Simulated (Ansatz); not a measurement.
Reactions of `C[O][AlH][O]C`.

Isolated molecules relaxed with PBE0-D4/def2-TZVP in Ansatz; ΔE leaves out vibrations. CCSD(T)/CBS is the MP2 limit (def2-TZVPP, def2-QZVPP) plus CCSD(T) − MP2 in def2-TZVPP, frozen cores. This one scheme is used for every species, atoms too. Functionals use def2-TZVPP. B3LYP here is the variant with VWN-RPA as its local correlation; programs differ in this. No spin–orbit coupling; open shells (•) take unrestricted orbitals. Spin–orbit coupling would lower the free atoms: a little for Al, C, F, O. For Br outer-core shells are correlated without core-valence functions, so the limit isn't a true one: a few kJ/mol of doubt a bond, and 10 to 20 or more in all where bonds break to atoms. Scalar relativity is left out up to krypton. One conformer a species, not always the lowest.

```json
{"reaction": "`C[O][AlH][O]C` + HBr → `C[O][AlH][Br]` + CH₃OH", "B3LYP-D4 (kJ/mol)": "-29", "CCSD(T)/CBS(def2) (kJ/mol)": "-38"}
{"reaction": "`C[O][AlH][O]C` → Al• + 2 C• + 7 H• + 2 O•", "B3LYP-D4 (kJ/mol)": "4506", "CCSD(T)/CBS(def2) (kJ/mol)": "4518"}
{"reaction": "`C[O][AlH][O]C` + `[SiH3]`• → `C[O][Al][O]C`• + SiH₄", "B3LYP-D4 (kJ/mol)": "-25", "CCSD(T)/CBS(def2) (kJ/mol)": "-24"}
{"reaction": "`C[O][AlH][O]C` + H₂ → `C[O][AlH2]` + CH₃OH", "B3LYP-D4 (kJ/mol)": "121", "CCSD(T)/CBS(def2) (kJ/mol)": "118"}
{"reaction": "`C[O][AlH][O]C` + `[SiH3]S` → `C[O][AlH][S][SiH3]` + CH₃OH", "B3LYP-D4 (kJ/mol)": "17", "CCSD(T)/CBS(def2) (kJ/mol)": "11"}
{"reaction": "`C[O][AlH][O]C` + F• → `C[O][Al][O]C`• + H–F", "B3LYP-D4 (kJ/mol)": "-204", "CCSD(T)/CBS(def2) (kJ/mol)": "-213"}
{"reaction": "`C[O][AlH][O]C` + HCl → `C[O][AlH][Cl]` + CH₃OH", "B3LYP-D4 (kJ/mol)": "-31", "CCSD(T)/CBS(def2) (kJ/mol)": "-36"}
{"reaction": "`C[O][AlH][O]C` + H–F → `C[O][AlH][F]` + CH₃OH", "B3LYP-D4 (kJ/mol)": "-54", "CCSD(T)/CBS(def2) (kJ/mol)": "-55"}
{"reaction": "`C[O][AlH][O]C` + H• → `C[O][Al][O]C`• + H₂", "B3LYP-D4 (kJ/mol)": "-87", "CCSD(T)/CBS(def2) (kJ/mol)": "-78"}
{"reaction": "`C[O][AlH][O]C` → `C[O][Al][O]C`• + H•", "B3LYP-D4 (kJ/mol)": "375", "CCSD(T)/CBS(def2) (kJ/mol)": "383"}
```

Largest T1 diagnostic: 0.018, for Al•.
